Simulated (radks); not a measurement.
The numbers below are computed, except where a source is named.
Question: Coherent X-ray form factor from a spherical all-electron density. Code: a radial shooting solver on a logarithmic mesh with Libxc functionals. Model: scalar-relativistic Kohn-Sham, BLYP, spin-unpolarised, spherical densities, finite nucleus; Fermi nuclear charge, rms radius of each element as measured or else 0.836 A^(1/3) + 0.57 fm.

| sin(theta)/lambda (1/angstrom) | f0 (electrons) |
|---|---|
| 0.05 | 54.929 |
| 0.1 | 52.217 |
| 0.15 | 48.784 |
| 0.2 | 45.284 |
| 0.25 | 42.035 |
| 0.3 | 39.148 |
| 0.4 | 34.385 |
| 0.5 | 30.539 |
| 0.6 | 27.244 |
| 0.8 | 22.025 |
| 1 | 18.542 |
| 1.25 | 15.705 |
| 1.5 | 13.453 |
| 2 | 9.521 |

The species is in the configuration that NIST lists as its ground one. Which atom or ion scatters so?

Answer: The lanthanum ion La+, [Xe] 5d2. Extrapolating in s^2 from the first two rows gives f0(0) = 55.8, near the electron count 56; among species with that count, the fall with angle is slower the higher Z, and the table is that of Z = 57; from so few rows the species is fixed only to a neighbour or two.
